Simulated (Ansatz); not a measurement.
Consider the substitution at a C–N bond: `[SiH3]CN[SiH3]` + `C=CS` → `C=CSC[SiH3]` + `N[SiH3]`.

Computed with Ansatz on PBE0-D4/def2-TZVP structures; ΔE is electronic, products minus reactants. CCSD(T)/CBS adds triple-zeta CCSD(T) − MP2 to the extrapolated MP2 energy (def2 sets, frozen cores). This one scheme is used for every species. Functionals use def2-TZVPP. Each species was taken in one conformer, which may not be the lowest.

| level | ΔE (kJ/mol) |
| --- | --- |
| PBE-D4 | -43.3 |
| r2SCAN-D4 | -45.9 |
| ωB97X-V | -41.0 |
| PBE | -41.3 |
| HF/def2-TZVPP | -35.4 |
| SCS-MP2/def2-TZVPP | -45.0 |
| MP2/CBS(def2) | -53.1 |
| CCSD/CBS(def2) | -44.1 |

What does CCSD(T)/CBS give? (Best estimate.)

The calculation gave: -46.4 kJ/mol. The listed levels differ from it by 3.1, 0.5, 5.4, 5.1, 11.0, 1.4, -6.7, 2.3 kJ/mol.

Largest T1 diagnostic among the species: 0.012.

In def2-TZVPP, CCSD(T) changes the Hartree–Fock value by −7.4 kJ/mol (the triples alone add −2.4 kJ/mol) and MP2 by −14.0 kJ/mol. The D4 term adds −3.3 kJ/mol with B3LYP and −1.8 kJ/mol with PBE0; it sums over pairs of atoms, weighted by their polarisabilities, and B3LYP, whose exchange is more repulsive, gets the larger term.

CCSD(T)/CBS has its own doubt, a few kJ/mol and more with outer-core shells, so smaller differences from it don't rank the levels.

B3LYP here is the variant with VWN-RPA as its local correlation; programs differ in this.
